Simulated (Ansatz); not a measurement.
`[OH][Ta]([OH])([OH])([OH])[Cl]`. The species carries charge 0 and has multiplicity 1. Ta takes the def2 core potential.

| atom | x (Å) | y (Å) | z (Å) |
| --- | --- | --- | --- |
| O1 | 0.2677 | -1.8599 | 0.2508 |
| Ta2 | 0.0357 | 0.0220 | 0.1167 |
| O3 | 0.5803 | 0.3606 | 1.8598 |
| O4 | -1.6968 | 0.7671 | 0.3545 |
| O5 | 1.4054 | 1.0775 | -0.6732 |
| Cl6 | -0.6806 | -0.4229 | -2.1831 |
| H7 | 0.0807 | -2.4417 | -0.4896 |
| H8 | 0.8639 | 0.5381 | 2.7522 |
| H9 | -2.3353 | 0.7890 | -0.3621 |
| H10 | 1.4791 | 1.1701 | -1.6259 |

What are the harmonic wavenumbers in cm⁻¹ at PBE0-D4/def2-TZVP (Ansatz, finite differences of forces, unscaled)? (Estimate.)

The calculation gave: 75, 76, 167, 167, 199, 227, 228, 305, 305, 311, 352, 419, 419, 586, 587, 610, 701, 701, 735, 777, 3899, 3899, 3902, 3994.

Is this a minimum?

Yes, all 24 modes are real.

Give the ideal-gas thermochemistry at 298.15 K and 1 bar (rigid rotor, harmonic oscillator; point group C3v, symmetry number 3).

Zero-point energy 141.4 kJ/mol; H(298) − E = 170.9 kJ/mol; entropy 408.6 J/(mol·K), of which translation 179.3, rotation 110.1, vibration 119.2; G(298) − E = 49.1 kJ/mol. Modes under 100 cm⁻¹ are hindered rotations or soft bends, so the harmonic entropy is rough.
